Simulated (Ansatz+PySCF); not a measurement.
Two shapes of singlet TiO₂.

Shape 1:

```xyz
3

Ti    0.0000    0.0000   -0.3888
O     0.0000    1.3256    0.5346
O     0.0000   -1.3256    0.5346
```

Shape 2:

```xyz
3

Ti   -0.0424    0.0219   -0.3737
O    -0.0202    1.3567    0.5682
O    -0.0139   -1.3736    0.5339
```

Basis set: def2-SVP (spherical functions). Charge 0, multiplicity 1.

Computed with Ansatz (development build ahead of 0.2.0); each method stands on the lowest determinant of its kind that the runs found.

(1) Which shape is lower in energy, and by how much in each method?

Answers

(1)

| method | E(2) − E(1) (eV) |
| --- | --- |
| RHF | 0.132 |
| PBE (restricted) | -0.002 |
| PBE (unrestricted) | -0.002 |
| PBE0 (restricted) | 0.070 |
| ωB97X (restricted) | 0.085 |

Shape 1 is lower, bar methods that put the two within 0.005 eV. Caution: other spin multiplicities were not run; another spin multiplicity may lie lower.
